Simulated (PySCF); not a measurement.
## TDDFT excited states: C7H12O

Species: C7H12O.
SMILES: `C=C1CC[C@@]1(C)OC`

Level of theory: PySCF 2.14.0, density-fitted response routines, TDDFT PBE0/def2-SVPD, vertical, gas phase, core orbitals frozen in the response. Geometry: PBE0-D3(BJ)/def2-SVP, one conformer, isolated molecule. Torsions of this conformer, `[CH2:1]=[C:2]1[CH2:3][CH2:4][C@@:5]1([CH3:6])[O:7][CH3:8]`: C4–C5–O7–C8 162°.

```json
{"state": "S1", "E (eV)": "5.90", "λ (nm)": "210.0", "ν̃ (cm⁻¹)": "47610", "f": "0.0013", "|μ| (D)": "0.24", "main configurations (H = HOMO, L = LUMO)": "H→L (90%)"}
{"state": "S2", "E (eV)": "6.88", "λ (nm)": "180.3", "ν̃ (cm⁻¹)": "55470", "f": "0.222", "|μ| (D)": "2.92", "main configurations (H = HOMO, L = LUMO)": "H-1→L (66%), H→L+1 (19%)"}
{"state": "S3", "E (eV)": "6.96", "λ (nm)": "178.2", "ν̃ (cm⁻¹)": "56130", "f": "0.044", "|μ| (D)": "1.29", "main configurations (H = HOMO, L = LUMO)": "H→L+1 (73%), H-1→L (12%), H-2→L (9%)"}
{"state": "S4", "E (eV)": "7.05", "λ (nm)": "175.9", "ν̃ (cm⁻¹)": "56850", "f": "0.021", "|μ| (D)": "0.90", "main configurations (H = HOMO, L = LUMO)": "H-1→L+1 (90%)"}
{"state": "S5", "E (eV)": "7.07", "λ (nm)": "175.4", "ν̃ (cm⁻¹)": "57020", "f": "0.028", "|μ| (D)": "1.03", "main configurations (H = HOMO, L = LUMO)": "H-2→L (84%)"}
{"state": "S6", "E (eV)": "7.56", "λ (nm)": "164.0", "ν̃ (cm⁻¹)": "60990", "f": "0.0047", "|μ| (D)": "0.41", "main configurations (H = HOMO, L = LUMO)": "H-3→L (64%), H→L+2 (21%)"}
{"state": "S7", "E (eV)": "7.61", "λ (nm)": "163.0", "ν̃ (cm⁻¹)": "61350", "f": "0.0049", "|μ| (D)": "0.41", "main configurations (H = HOMO, L = LUMO)": "H→L+2 (68%), H-3→L (22%)"}
{"state": "S8", "E (eV)": "7.66", "λ (nm)": "161.9", "ν̃ (cm⁻¹)": "61750", "f": "0.028", "|μ| (D)": "0.98", "main configurations (H = HOMO, L = LUMO)": "H→L+3 (73%), H-1→L+2 (12%)"}
{"state": "S9", "E (eV)": "7.72", "λ (nm)": "160.6", "ν̃ (cm⁻¹)": "62290", "f": "0.021", "|μ| (D)": "0.86", "main configurations (H = HOMO, L = LUMO)": "H-1→L+2 (73%), H→L+3 (15%)"}
{"state": "S10", "E (eV)": "7.76", "λ (nm)": "159.9", "ν̃ (cm⁻¹)": "62550", "f": "0.011", "|μ| (D)": "0.62", "main configurations (H = HOMO, L = LUMO)": "H-1→L+3 (75%)"}
```

Triplets, Tamm–Dancoff:

| state | E (eV) | λ (nm) | main configurations (H = HOMO, L = LUMO) |
| --- | --- | --- | --- |
| T1 | 4.21 | 294.8 | H-1→L (81%), H→L (12%) |
| T2 | 5.58 | 222.2 | H→L (82%), H-1→L (12%) |
| T3 | 6.77 | 183.1 | H-2→L (90%) |
| T4 | 6.85 | 180.9 | H→L+1 (93%) |

The lowest singlet lies at 5.90 eV (210 nm, ultraviolet) and is very weak; its leading configuration is HOMO→LUMO (90%). The strongest level in the table is S2 at 6.88 eV (180 nm, f = 0.222). Löwdin shares by element: HOMO oxygen 40%, carbon 27% or more (atoms not listed hold the other 32%); LUMO carbon 64% or more, hydrogen 6% or more (atoms not listed hold the other 30%). Weighted by f, the mean energy of these states is 7.05 eV. Orbital energies (eV): HOMO-3 -9.12, HOMO-2 -8.46, HOMO-1 -7.39, HOMO -7.28, LUMO -0.01, LUMO+1 0.74, LUMO+2 1.33. Of the 10 states listed, 7 reach f = 0.01 and none stays under 0.0005. The vertical ionisation energy (ΔSCF) is 9.08 eV, 1.32 eV above S10. The window holds the lowest 10 singlets.

Time: 5.8 min. Hardware: x86-64 server, one thread, shared host.
